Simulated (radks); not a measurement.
The numbers below are computed, except where a source is named.
Task: These are the eigenvalues of the occupied orbitals of an atom or ion with whole-number occupations (eV). Code: a radial shooting solver on a logarithmic mesh with Libxc functionals. Model: Dirac Kohn-Sham, PBE, spin-unpolarised, spherical densities, finite nucleus; Fermi nuclear charge, rms radius of each element as measured or else 0.836 A^(1/3) + 0.57 fm.

orbital  eigenvalue
1s1/2     -34373.84
2s1/2     -5372.572
2p1/2     -5049.502
2p3/2     -4724.863
3s1/2     -1122.182
3p1/2     -987.8697
3p3/2     -926.2036
3d3/2     -689.8482
3d5/2     -676.8154
4s1/2     -226.1925
4p1/2     -178.6210
4p3/2     -166.3076
4d3/2      -89.2997
4d5/2      -87.3018
5s1/2      -45.7222
5p1/2      -33.6912
5p3/2      -32.0086
7s1/2       -7.4240

Which element is it, and in what charge state? The configuration may be excited. Open shells, if any, fill j = l - 1/2 first.

Result: Z = 54, xenon, charge +2: Xe2+ in [Kr] 4d10 5s2 5p3 7s1. The list shows which subshells hold electrons but not how many an open one holds; the 1s level, -1263.2 hartree, gives Z - s = 50.3 by -(Z - s)^2/2, which with screening and relativity narrows Z to a few neighbours, and the depths of the outer levels then fix element, charge and occupations together.
